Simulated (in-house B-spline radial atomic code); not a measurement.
# Ru4+: [Kr] 4d4

Computed with a B-spline radial code for spherical atoms: Dirac-Kohn-Sham PBE0, spherical fractional occupations, Fermi nucleus of rms radius 4.4809 fm.

Effective charges: Z_r = [3n² - l(l+1)]/(2<r>) from the radius, Z_e = n√(-2ε) from the energy, and Slater's rules. Values are occupation-weighted means over j. An effective charge above Z reflects the relativistic contraction of the inner shells.

| shell | electrons | ε (eV) | <r> (bohr) | Z_r | Z_e | Slater |
| --- | --- | --- | --- | --- | --- | --- |
| 1s | 2 | -22060 | 0.03343 | 44.86 | 40.27 | 43.70 |
| 2s | 2 | -3237.3 | 0.1452 | 41.31 | 30.85 | 39.85 |
| 2p | 6 | -2905.4 | 0.1268 | 39.43 | 29.23 | 39.85 |
| 3s | 2 | -622.75 | 0.4017 | 33.61 | 20.30 | 32.75 |
| 3p | 6 | -512.6 | 0.402 | 31.09 | 18.41 | 32.75 |
| 3d | 10 | -334.39 | 0.3836 | 27.38 | 14.87 | 22.85 |
| 4s | 2 | -132.13 | 1.004 | 23.90 | 12.47 | 16.25 |
| 4p | 6 | -100.03 | 1.094 | 21.02 | 10.85 | 16.25 |
| 4d | 4 | -51.6 | 1.378 | 15.24 | 7.79 | 6.95 |

The least bound orbital is 4d5/2 at -51.42 eV, and it is also the most diffuse (<r> = 1.382 bohr).

Spin-orbit splittings of the orbital energies (j = l + 1/2 above j = l - 1/2 when positive): 2p 131.1 eV, 3p 22.47 eV, 3d 4.364 eV, 4p 3.634 eV, 4d 0.4466 eV.

For the 1s electron the small component carries 2.58 % of the norm, the zero-frequency Breit interaction raises the level by 44.95 eV, self-energy by 24.8 eV, and vacuum polarisation lowers it by 2.963 eV.

Caution: exact exchange at fractional occupations of open shells leaves self-interaction of up to several eV.
